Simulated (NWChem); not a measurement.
The numbers come from NWChem runs, not from measurements. System: OZr, charge 0, spin multiplicity 1, at a geometry optimised with B3LYP/def2-SVP with def2 effective core potentials on Zr. The structure started from a generated list of species.

Input file:

```
start mol
memory heap 200 mb stack 900 mb global 1100 mb
geometry units angstroms nocenter noautoz
  Zr     0.000000     0.000000     0.291877
  O      0.000000     0.000000    -1.459383
  symmetry group C2v
end
basis spherical
  * library def2-svpd
end
ecp
  Zr library def2-ecp
end
dft
  xc b3lyp
  semidirect memsize 60000000 filesize 0
  iterations 100
end
property
  dipole
  response 1 0.0773
end
task dft property
```

The output up to the point where the run's verdict is printed (cleaned and shortened):

```
             Northwest Computational Chemistry Package (NWChem) 7.3.0
             --------------------------------------------------------

                                NWChem Input Module
                                -------------------

 Scaling coordinates for geometry "geometry" by  1.889725989
 (inverse scale =  0.529177249)

 Turning off AUTOSYM since
 SYMMETRY directive was detected!

                             Geometry "geometry" -> ""
                             -------------------------

 Output coordinates in angstroms (scale by  1.889725989 to convert to a.u.)

  No.       Tag          Charge          X              Y              Z
 ---- ---------------- ---------- -------------- -------------- --------------
    1 Zr                  40.0000     0.00000000     0.00000000     0.29187700
    2 O                    8.0000     0.00000000     0.00000000    -1.45938300

 Effective nuclear repulsion energy (a.u.)      96.6942199787

            Nuclear Dipole moment (a.u.)
            ----------------------------
        X                 Y               Z
 ---------------- ---------------- ----------------
     0.0000000000     0.0000000000     0.0000302356

      Symmetry information
      --------------------

 Group name             C2v
 Group number             16
 Group order               4
 No. of unique centers     2

      Symmetry unique atoms

     1    2


 Summary of "ao basis" -> "" (spherical)
 ------------------------------------------------------------------------------
       Tag                 Description            Shells   Functions and Types
 ---------------- ------------------------------  ------  ---------------------
 *                         def2-svpd                  on all atoms

                                 NWChem DFT Module
                                 -----------------

 Summary of "ao basis" -> "ao basis" (spherical)
 ------------------------------------------------------------------------------
       Tag                 Description            Shells   Functions and Types
 ---------------- ------------------------------  ------  ---------------------
[...]
 d= 0,ls=0.5,diis    52   -122.1246472585 -3.35D-06  4.41D-05  3.71D-05     5.5
 d= 0,ls=0.5,diis    53   -122.1246509306 -3.67D-06  4.00D-05  3.94D-05     5.6
 d= 0,ls=0.5,diis    54   -122.1246552733 -4.34D-06  4.03D-05  4.22D-05     5.7
 d= 0,ls=0.5,diis    55   -122.1246598088 -4.54D-06  4.23D-05  4.51D-05     5.8
 d= 0,ls=0.5,diis    56   -122.1246641816 -4.37D-06  4.14D-05  4.91D-05     5.9
 d= 0,ls=0.5,diis    57   -122.1246688483 -4.67D-06  4.20D-05  5.19D-05     6.0
 d= 0,ls=0.5,diis    58   -122.1246737727 -4.92D-06  4.18D-05  5.48D-05     6.1
 d= 0,ls=0.5,diis    59   -122.1246790064 -5.23D-06  4.76D-05  5.81D-05     6.2
 d= 0,ls=0.5,diis    60   -122.1246840706 -5.06D-06  4.51D-05  6.16D-05     6.2
 d= 0,ls=0.5,diis    61   -122.1246895858 -5.52D-06  4.90D-05  6.59D-05     6.3
 d= 0,ls=0.5,diis    62   -122.1246970079 -7.42D-06  4.94D-05  6.64D-05     6.4
 d= 0,ls=0.5,diis    63   -122.1247043620 -7.35D-06  4.71D-05  7.05D-05     6.5
 d= 0,ls=0.5,diis    64   -122.1247113226 -6.96D-06  4.84D-05  7.45D-05     6.6
 d= 0,ls=0.5,diis    65   -122.1247185937 -7.27D-06  5.01D-05  7.92D-05     6.7
 d= 0,ls=0.5,diis    66   -122.1247269468 -8.35D-06  5.20D-05  8.21D-05     6.8
 d= 0,ls=0.5,diis    67   -122.1247355337 -8.59D-06  5.30D-05  8.67D-05     6.9
 d= 0,ls=0.5,diis    68   -122.1247445555 -9.02D-06  5.41D-05  9.09D-05     7.0
 d= 0,ls=0.5,diis    69   -122.1247531719 -8.62D-06  5.48D-05  9.50D-05     7.1
 d= 0,ls=0.5,diis    70   -122.1247631183 -9.95D-06  6.20D-05  9.83D-05     7.2
 d= 0,ls=0.5,diis    71   -122.1247741937 -1.11D-05  6.92D-05  1.04D-04     7.3
 d= 0,ls=0.5,diis    72   -122.1247829915 -8.80D-06  6.66D-05  1.16D-04     7.4
 d= 0,ls=0.5,diis    73   -122.1247935956 -1.06D-05  5.70D-05  1.23D-04     7.5
 d= 0,ls=0.5,diis    74   -122.1248033772 -9.78D-06  5.72D-05  1.33D-04     7.6
 d= 0,ls=0.5,diis    75   -122.1248135267 -1.01D-05  5.66D-05  1.41D-04     7.7
 d= 0,ls=0.5,diis    76   -122.1248243557 -1.08D-05  5.79D-05  1.48D-04     7.8
 d= 0,ls=0.5,diis    77   -122.1248363190 -1.20D-05  6.14D-05  1.55D-04     7.9
 d= 0,ls=0.5,diis    78   -122.1248480336 -1.17D-05  9.88D-05  1.67D-04     8.0
 d= 0,ls=0.5,diis    79   -122.1248688860 -2.09D-05  1.14D-04  1.55D-04     8.1
 d= 0,ls=0.5,diis    80   -122.1248897032 -2.08D-05  1.16D-04  1.60D-04     8.2
 d= 0,ls=0.5,diis    81   -122.1249120240 -2.23D-05  1.08D-04  1.73D-04     8.3
 d= 0,ls=0.5,diis    82   -122.1249400912 -2.81D-05  1.10D-04  1.77D-04     8.4
 d= 0,ls=0.5,diis    83   -122.1249711535 -3.11D-05  1.10D-04  1.86D-04     8.5
 d= 0,ls=0.5,diis    84   -122.1250021062 -3.10D-05  1.02D-04  2.00D-04     8.6
 d= 0,ls=0.5,diis    85   -122.1250285087 -2.64D-05  1.17D-04  2.17D-04     8.7
 d= 0,ls=0.5,diis    86   -122.1250461123 -1.76D-05  9.95D-05  2.41D-04     8.8
 d= 0,ls=0.5,diis    87   -122.1250622718 -1.62D-05  9.03D-05  2.63D-04     8.9
 d= 0,ls=0.5,diis    88   -122.1250808556 -1.86D-05  8.92D-05  2.86D-04     9.0
 d= 0,ls=0.5,diis    89   -122.1251063665 -2.55D-05  9.45D-05  2.91D-04     9.1
 d= 0,ls=0.5,diis    90   -122.1251309664 -2.46D-05  1.14D-04  3.22D-04     9.2
 d= 0,ls=0.5,diis    91   -122.1251518782 -2.09D-05  9.95D-05  3.64D-04     9.3
 d= 0,ls=0.5,diis    92   -122.1251772386 -2.54D-05  1.01D-04  3.98D-04     9.4
 d= 0,ls=0.5,diis    93   -122.1252047834 -2.75D-05  1.44D-04  4.31D-04     9.5
 d= 0,ls=0.5,diis    94   -122.1252555290 -5.07D-05  1.44D-04  4.45D-04     9.6
 d= 0,ls=0.5,diis    95   -122.1253085116 -5.30D-05  1.39D-04  4.73D-04     9.7
 d= 0,ls=0.5,diis    96   -122.1253417144 -3.32D-05  1.30D-04  5.16D-04     9.8
 d= 0,ls=0.5,diis    97   -122.1253731527 -3.14D-05  1.19D-04  5.66D-04     9.9
 d= 0,ls=0.5,diis    98   -122.1254072962 -3.41D-05  1.28D-04  5.92D-04    10.0
 d= 0,ls=0.5,diis    99   -122.1254498327 -4.25D-05  1.30D-04  5.74D-04    10.1
 d= 0,ls=0.5,diis   100   -122.1254800245 -3.02D-05  1.10D-04  6.28D-04    10.2
```

Convergence was not reached. The next line reads: Calculation failed to converge. NWChem stopped with the message: hnd_property: energy failure 555.
